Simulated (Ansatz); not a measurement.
A run for Ansatz (a first-principles code): R-B3LYP-D3(BJ)/def2-TZVP on CHClO2 (a complex).

Ansatz 0.2 input:
```yaml
crystal:
  periodic: [false, false, false]
  atoms:
    - {symbol: Cl, position_ang: [-0.68325392, 0.99146213, -0.03152390]}
    - {symbol: H, position_ang: [-0.23846940, 0.46912174, 1.04556161]}
    - {symbol: O, position_ang: [0.30475537, -0.28769001, 2.89978228]}
    - {symbol: C, position_ang: [0.52493009, -0.61742986, 3.97551919]}
    - {symbol: O, position_ang: [0.74573408, -0.94526179, 5.04578312]}
basis:
  gaussian:
    orbitals: def2-TZVP
hamiltonian:
  xc: b3lyp
  dispersion: d3bj
relax: {f_tol: 0.004, max_steps: 120}
scf: {lower_state_search: off}
```

Question: Predict the final total energy.

Answer: -649.5107 hartree.

Question: How many basis functions does it have, and what does it roughly cost on one machine?

Answer: 136 functions; very roughly 60 core-seconds.
